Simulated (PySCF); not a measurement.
# Stretching LiPb

Set-up: PySCF, scalar-relativistic core potentials, basis sets Li def2-SVPD, Pb def2-SVPD with ECP60. Energies in eV from Li + Pb in their ground configurations at the same level. State: ⁴Σ⁻ (quartet), unpaired electrons σ ↑, π ↑↑.

All columns are PBE0. A positive dipole means Li(−)Pb(+).

| R (Å) | E (eV) | μ (D) | Mulliken charge on Li (basis-dependent) | HOMO (eV) | LUMO (eV) | Mayer bond order | ⟨S²⟩ |
| --- | --- | --- | --- | --- | --- | --- | --- |
| 2.270 | -1.073 | -4.50 | 0.49 | -4.53 | -1.90 | 0.89 | 3.75 |
| 2.376 | -1.233 | -4.72 | 0.48 | -4.43 | -1.96 | 0.89 | 3.75 |
| 2.482 | -1.320 | -4.94 | 0.46 | -4.34 | -2.01 | 0.89 | 3.75 |
| 2.561 | -1.351 | -5.10 | 0.44 | -4.28 | -2.04 | 0.89 | 3.75 |
| 2.640 | -1.359 | -5.27 | 0.43 | -4.23 | -2.06 | 0.89 | 3.75 |
| 2.719 | -1.350 | -5.43 | 0.42 | -4.17 | -2.08 | 0.88 | 3.75 |
| 2.825 | -1.316 | -5.65 | 0.41 | -4.11 | -2.09 | 0.87 | 3.75 |
| 2.957 | -1.251 | -5.91 | 0.40 | -4.03 | -2.10 | 0.85 | 3.75 |
| 3.115 | -1.152 | -6.19 | 0.39 | -3.95 | -2.11 | 0.82 | 3.75 |
| 3.326 | -1.003 | -6.51 | 0.38 | -3.87 | -2.10 | 0.78 | 3.75 |

A fit through these points gives, at Re = 2.634 Å, μ = -5.25 D and dμ/dR = -2.08 D/Å; the reduced mass is 6.787 u.

Problem. How strong is the fundamental in the double-harmonic approximation, I = 42.26·(dμ/dR)²/μred km/mol?

Solution. I = 42.26·(-2.08)²/6.787 = 26.9 km/mol at PBE0.

These are scalar-relativistic numbers at best; spin–orbit coupling would shift them, the dissociation energy most. The state was picked by a PBE0 search and need not be the measured ground state.
